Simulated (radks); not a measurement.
Values are calculated unless marked as measured or tabulated.
Task: The promethium ion Pm10+ is in [Kr] 4d10 4f1 5s2 5p2. Level of theory: scalar-relativistic Kohn-Sham, PBE, spin-polarised, spherical densities, finite nucleus; Fermi nuclear charge, rms radius of each element as measured or else 0.836 A^(1/3) + 0.57 fm (a radial shooting solver on a logarithmic mesh with Libxc functionals). Open shells are filled with parallel spins first. One electron is removed from 5p, 4d, 5s, 4f in turn, with full relaxation. Which removal costs least, and what does each cost?

Result: 5p 169.46 eV; 4f 184.76 eV; 5s 192.52 eV; 4d 311.19 eV. The 5p electron leaves first.
